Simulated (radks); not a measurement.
The numbers below are computed, except where a source is named.
Initial-state core-level shifts of neutral ruthenium when its valence configuration changes from [Kr] 4d7 5s1. Code: a radial shooting solver on a logarithmic mesh with Libxc functionals. Model: Dirac Kohn-Sham, PBEsol, spin-unpolarised, spherical densities, point nucleus; open shells are shared between the two j in proportion to 2j + 1. Shifts are changes of the shell-averaged eigenvalues in eV (positive: less bound).

4d6 5s1 5p1: 1s -4.975; 3s -5.112; 3p -5.112; 3d -5.127
4d7 5p1: 1s -1.598; 3s -1.563; 3p -1.562; 3d -1.557
4d6.5 5s1.5: 1s -1.636; 3s -1.716; 3p -1.716; 3d -1.725
4d5 5s1 5p2: 1s -10.262; 3s -10.563; 3p -10.562; 3d -10.602
4d5.5 5s1.5 5p1: 1s -6.872; 3s -7.099; 3p -7.099; 3d -7.127
4d6 5s2: 1s -3.420; 3s -3.583; 3p -3.584; 3d -3.602
4d8: 1s +2.779; 3s +2.925; 3p +2.925; 3d +2.937
4d6.5 5s1 5p0.5: 1s -2.458; 3s -2.523; 3p -2.523; 3d -2.529
4d7.5 5s0.5: 1s +1.476; 3s +1.552; 3p +1.552; 3d +1.559
